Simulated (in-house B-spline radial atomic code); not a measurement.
Configurations of the rubidium ion Rb⁺, with energies counted from [Ar] 3d10 4s2 4p6. All numbers are computed (scalar-relativistic (X2C) PBE0, spin-polarised, spherical fractional occupations, exact exchange averaged over the configuration; Fermi nucleus of rms radius 4.2036 fm) with a B-spline radial code for spherical atoms, not measured. Shells without spins written out take the highest spin.

Occupations are held fixed; configurations that lie above the ionisation limit could autoionise.

```json
{"configuration": "[Ar] 3d10 4s2 4p5 4d1", "E - E(ref) (eV)": "18.223", "highest orbital": "4d up", "its <r> (bohr)": "3.068"}
{"configuration": "[Ar] 3d10 4s2 4p5 5d1", "E - E(ref) (eV)": "22.762", "highest orbital": "5d up", "its <r> (bohr)": "7.673"}
{"configuration": "[Ar] 3d10 4s1 4p6 5s1", "E - E(ref) (eV)": "34.211", "highest orbital": "5s up", "its <r> (bohr)": "3.989"}
{"configuration": "[Ar] 3d9 4s2 4p6 5s1", "E - E(ref) (eV)": "112.78", "highest orbital": "5s up", "its <r> (bohr)": "3.947"}
{"configuration": "[Ar] 3d9 4s2 4p6 5f1", "E - E(ref) (eV)": "121.31", "highest orbital": "5f up", "its <r> (bohr)": "14.66"}
{"configuration": "[Ne] 3s2 3p5 3d10 4s2 4p6 5d1", "E - E(ref) (eV)": "243.2", "highest orbital": "5d up", "its <r> (bohr)": "7.505"}
```

(1) Order these further configurations by energy, lowest first.
A. [Ar] 3d10 4s1 4p6 4f1
B. [Ne] 3s2 3p5 3d10 4s2 4p6 5f1
C. [Ar] 3d10 4s2 4p5 4f1
D. [Ar] 3d9 4s2 4p6 4f1
E. [Ar] 3d10 4s1 4p6 5d1

(2) How far above the reference does [Ne] 3s2 3p5 3d10 4s2 4p6 5p1 lie?

## Answers

(1) C (23.84 eV), E (40.302 eV), A (41.42 eV), D (120.11 eV), B (245.58 eV).

(2) 239.88 eV; its least bound orbital is 5p up with <r> = 4.878 bohr.
